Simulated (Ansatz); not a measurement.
# A substitution series on V: NH2 to OH

Gas-phase molecules. On one V centre that keeps O, n of the NH2 ligands are replaced by OH. The HOMO–LUMO gap y in eV at wB97X-V/def2-TZVPP. Shapes: PBE0-D4/def2-TZVP. Flexible molecules stand in one conformer, not always the lowest. Programs: Ansatz 0.2.0.

| molecule | n | y (eV) |
| --- | --- | --- |
| V(NH2)3O | 0 | 9.95 |
| V(NH2)2(OH)O | 1 | 10.04 |
| V(NH2)(OH)2O | 2 | ? |
| V(OH)3O | 3 | 11.59 |

Question: Fit y = c + s·n to the known rows and predict V(NH2)(OH)2O.

Answer: 
1. Means of the 3 rows: n = 1.33333, y = 10.527.
2. Σ(Δn)² = 4.6667, Σ(Δn·Δy) = 2.7033, so the slope is 2.7033/4.6667 = 0.57927.
3. Intercept: 10.527 − (0.57927) × 1.33333 = 9.755. The largest residual of the fit is 0.29.
4. V(NH2)(OH)2O: 9.755 + (0.57927) × 2 = 10.91 eV.

The run gave 10.68 eV, so the prediction is off by +0.23 eV, within the largest residual. The step per swap drifts from +0.09 to +0.91 eV. Other levels give for V(NH2)(OH)2O: PBE-D4/def2-TZVPP 3.72; BHLYP-D4/def2-TZVPP 8.44; PBE0-D4/def2-TZVPP 6.04 eV. Orbital gaps aren't excitation energies, and the LUMO depends on the basis. At 3 other levels on record the series doesn't rise at every step.
